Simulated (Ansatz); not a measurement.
Ansatz (a program for electronic structure) input (B3LYP/def2-TZVPD):

Ansatz 0.2 input:
```yaml
crystal:
  periodic: [false, false, false]
  atoms:
    - {symbol: V, position_ang: [0.06909198, 0.16973552, 0.13936616]}
    - {symbol: O, position_ang: [1.39307476, -0.53930008, -0.78789033]}
    - {symbol: O, position_ang: [-0.58678854, -0.86163692, 1.17060125]}
    - {symbol: O, position_ang: [-1.00492566, 0.91294738, -0.78338862]}
basis:
  gaussian:
    orbitals: def2-TZVPD
hamiltonian:
  xc: {name: B3LYP}
total_charge: -1
```

End of the output:

```
integrals: 0.09 GiB planned
1059 factors; their error is unknown
mean field: 0.77 GiB planned
mean field evaluation 1: about -31820.4888 eV, gradient 9.4e1 eV
mean field evaluation 2: about -31324.0020 eV, gradient 5.8e2 eV
mean field evaluation 4: about -31815.5359 eV, gradient 1.1e2 eV
mean field evaluation 8: about -31835.3664 eV, gradient 2.5e-2 eV
mean field -31835.47958330 eV, -1169.9322958233 hartree, gradient 1.9e-5 eV, S^2 0.000000; 0 other end points of the search recorded, 0 dependent functions left out
reference -31835.47980676 eV, -1169.9323040352 hartree; 24, 24 occupied and 144, 144 virtual orbitals, 1059 factors
Total energy: -31835.47980676 eV, -1169.9323040352 hartree
```

This state (charge -1, singlet) is run at the relaxed geometry of the species with charge 0 and multiplicity 2.
